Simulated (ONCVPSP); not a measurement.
What the settings do to the ONCV potential of Ar (Z = 18)

Base potential:

ONCVPSP 4.0.1 input, shortened (lines: element, Z, core and valence counts, functional; n l f; lmax; l rc ep ncon nbas qcut; lloc lpopt rc5 dvloc0; l nproj debl; icmod fcfact rcfact), Wu-Cohen, scalar-relativistic:

```
  Ar 18.00    3    2  -118130      upf
    1    0    2.00
    2    0    2.00
    2    1    6.00
    3    0    2.00
    3    1    5.50
    2
    0    1.25    0.00    3    6    6.00
    1    1.15    0.00    3    8    6.60
    2    1.25    0.17    3    8    8.70
    4    5    1.10    2.00
    0    2    1.00
    1    2    1.20
    2    2    1.20
    3    4.25    1.70
```

In the s channel the program set the typed energies aside and used -1.111, 0.250 Ha.

Cutoffs, loose and tight: the cutoffs (Ha) at which the residual kinetic energy of the hardest occupied pseudo-wave falls to 1 and 0.1 mHa per electron. They do not see the model core or the augmentation charge, which bear on the density cutoff. Test errors are all-electron minus pseudo excitation energies from the reference, over the configurations 3s2 3p6; 3s2 3p5; 3s2 3p4; 3s1 3p6. A dash means not determined; rows that change the core or the reference have their own tests.

A true bound ghost makes a file unfit for plane-wave use even where its test errors are small: the radial tests pick states by their node count and pass the ghost by.

| change | outcome | cutoff, loose | cutoff, tight | bound ghosts | GHOST(+) flags above zero | largest test error (meV) |
| --- | --- | --- | --- | --- | --- | --- |
| base | generated, projector energies reset by the program | 18 Ha | 53 Ha | none | none | -4.1 |
| local potential polynomial inside 0.75 bohr (lpopt 5, dvloc0 6 Ha) | generated, projector energies reset by the program | 18 Ha | 53 Ha | none | s | -4.1 |
| core correction Teter function, fcfact 7.6, rcfact 1.7 | generated, projector energies reset by the program | 18 Ha | 53 Ha | none | none | -5.7 |
| p: nbas 7 | generated, projector energies reset by the program | 18 Ha | 53 Ha | none | none | -4.0 |
| d: qcut 11.9 | generated, projector energies reset by the program | 18 Ha | 53 Ha | none | none | -4.1 |

(1) What comes out with this change to the base: all radii but the core radius scaled by about 0.80 (s 1.00, p 0.92, d 1.00 bohr); local potential polynomial inside 0.88 bohr (lpopt 5, dvloc0 2 Ha)?

(2) What comes out with this change to the base: core correction none?

## Answers

(1) outcome: generated, projector energies reset by the program; cutoff, loose: 107 Ha; cutoff, tight: 338 Ha; bound ghosts: p; GHOST(+) flags above zero: s, p; largest test error (meV): -14.

(2) outcome: generated, projector energies reset by the program; cutoff, loose: 18 Ha; cutoff, tight: 53 Ha; bound ghosts: none; GHOST(+) flags above zero: none; largest test error (meV): +9.2.
